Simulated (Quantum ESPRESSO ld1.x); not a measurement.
Question: These are the eigenvalues of the occupied orbitals of an atom or ion with whole-number occupations (eV). Calculated with ld1.x of Quantum ESPRESSO 7.5: scalar-relativistic Kohn-Sham, LDA (Slater exchange, Perdew-Wang correlation), spin-polarised, spherical densities, point nucleus.

| orbital | eigenvalue |
|---|---|
| 1s up | -24178.0 |
| 1s down | -24178.0 |
| 2s up | -4489.91 |
| 2s down | -4486.78 |
| 2p up | -4152.10 |
| 2p down | -4149.70 |
| 3s up | -1566.78 |
| 3s down | -1563.28 |
| 3p up | -1457.82 |
| 3p down | -1454.19 |
| 3d up | -1307.08 |

Which element is it, and in what charge state? The configuration may be excited. Open shells, if any, are filled with parallel spins first.

Answer: Z = 45, rhodium, charge +26: Rh26+ in [Ar] 3d1. The list shows which subshells hold electrons but not how many an open one holds; the 1s level, -888.53 hartree, gives Z - s = 42.2 by -(Z - s)^2/2, which with screening and relativity narrows Z to a few neighbours, and the depths of the outer levels then fix element, charge and occupations together.
